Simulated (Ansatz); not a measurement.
Reaction (substitution at a C–C bond): `CC=S` + `C[SiH](O)Cl` → `C[SiH](Cl)OC=S` + CH₄

Calculated with Ansatz (gas phase, PBE0-D4/def2-TZVP geometries, no zero-point term in ΔE). CBS: MP2 limit from def2 TZ/QZ plus the TZ coupled-cluster correction, frozen cores. This one scheme is used for every species. DFT in def2-TZVPP. Each species was taken in one conformer, which may not be the lowest.

`CC=S`:

Z-matrix (Å, degrees):
```
C
C 1 1.482
H 1 1.096 2 109.7
H 1 1.096 2 109.7 3 116.1
H 1 1.089 2 111.8 3 -122.0
S 2 1.608 1 126.2 3 122.0
H 2 1.094 1 114.7 3 -58.0
```

`C[SiH](O)Cl`:

Cartesian coordinates in Å:
```
C -1.082 -0.157 0.466
Si 0.510 0.466 -0.246
O 1.153 -0.536 -1.368
Cl 1.837 0.711 1.318
H -1.486 0.560 1.184
H -1.818 -0.306 -0.328
H -0.935 -1.108 0.985
H 0.365 1.771 -0.923
H 1.455 -1.402 -1.089
```

`C[SiH](Cl)OC=S`:

Cartesian coordinates in Å:
```
C 1.648 0.934 -0.209
Si 0.254 0.073 0.627
Cl 0.791 -1.815 1.222
O -0.975 -0.045 -0.493
C -2.023 -0.864 -0.513
S -3.244 -0.738 -1.550
H 2.485 1.063 0.481
H 1.325 1.919 -0.554
H 1.991 0.358 -1.071
H -0.269 0.769 1.822
H -1.981 -1.656 0.239
```

CH₄:

Z-matrix (Å, degrees):
```
C
H 1 1.090
H 1 1.090 2 109.5
H 1 1.090 2 109.5 3 -120.0
H 1 1.090 2 109.5 3 120.0
```

**Question.** Is it downhill or uphill in electronic energy at CCSD(T)/CBS, and by how much? (Estimate.)

**Answer.** The calculation gave: Uphill: ΔE = +8.5 kJ/mol.

**Question.** What do these levels give: r2SCAN-D4, ωB97X-V, ωB97M-V, MP2/def2-QZVPP, SCS-MP2/def2-QZVPP, HF/CBS(def2)? (Best estimate.)

**Answer.** Ansatz gave: r2SCAN-D4 -6.1, ωB97X-V 0.4, ωB97M-V 2.2, MP2/def2-QZVPP 6.8, SCS-MP2/def2-QZVPP 7.8, HF/CBS(def2) 8.8 kJ/mol.

Largest T1 diagnostic among the species: 0.016.

In def2-TZVPP, CCSD(T) changes the Hartree–Fock value by −3.1 kJ/mol (the triples alone add −3.3 kJ/mol) and MP2 by −3.6 kJ/mol. From PBE to PBE0 (25 % exact exchange), in def2-TZVPP and without D4, ΔE moves by +5.9 kJ/mol. The D4 term adds −4.9 kJ/mol with B3LYP and −3.2 kJ/mol with PBE0; it sums over pairs of atoms, weighted by their polarisabilities, and B3LYP, whose exchange is more repulsive, gets the larger term.

B3LYP here is the variant with VWN-RPA as its local correlation; programs differ in this.
